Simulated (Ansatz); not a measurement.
Isomers of C2H6FISi, relaxed with PBE0-D4/def2-TZVP in Ansatz; electronic energies, one conformer each and not always the lowest. Functionals use def2-TZVPP; CBS adds triple-zeta CCSD(T) − MP2 to the MP2 limit of def2-TZVPP and def2-QZVPP.

Elements past krypton have def2 core potentials. Outer-core shells of I are correlated without core-valence functions. Spin–orbit coupling is left out.

Order them by energy at frozen-core CCSD(T)/CBS, lowest first. (Best estimate.)
A. `CC[SiH](F)I`
B. `C[SiH](I)CF`
C. `C[Si](C)(F)I`

C (0.0 kcal/mol), A (15.5 kcal/mol), B (62.9 kcal/mol).

How do B3LYP, B3LYP-D4, PBE0-D4, MP2/CBS(def2) place them (kcal/mol, against `C[Si](C)(F)I`)? (Estimate.)

Computed: 
```json
{"isomer": "`CC[SiH](F)I`", "B3LYP": "15.3", "B3LYP-D4": "15.5", "PBE0-D4": "15.7", "MP2/CBS(def2)": "16.0"}
{"isomer": "`C[SiH](I)CF`", "B3LYP": "60.2", "B3LYP-D4": "60.7", "PBE0-D4": "60.3", "MP2/CBS(def2)": "65.6"}
```

B3LYP here is the variant with VWN-RPA as its local correlation; programs differ in this.
